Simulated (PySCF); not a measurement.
NbO2F, SMILES [O]=[Nb](=[O])[F], multiplicity 1. Coordinates come from a PBE-D3(BJ)/def2-TZVP optimisation. The multiplicity is an assumed one; other spin states were not compared. The def2 effective core potentials stand for the cores of Nb; spin–orbit coupling is left out.

Level of theory: PBE-D3(BJ)/def2-TZVP in PySCF.

Harmonic wavenumbers (cm⁻¹): 179, 215, 335, 645, 939, 978. Rotational constants (GHz): 7.010, 5.197, 3.422; symmetry number 1.

**Question.** Work out the zero-point energy and the ideal-gas rigid-rotor harmonic-oscillator thermochemistry at 298.15 K and 1 atm.

**Answer.** ZPE = ½ Σ hcν = ½ × 3291 cm⁻¹ = 4.70 kcal/mol. H − E(el) = 8.16 kcal/mol. Entropy in cal/(mol K): translation 40.80, rotation 25.36, vibration 6.17, total 72.33. G − E(el) = -13.40 kcal/mol. Cp = 15.03 cal/(mol K).
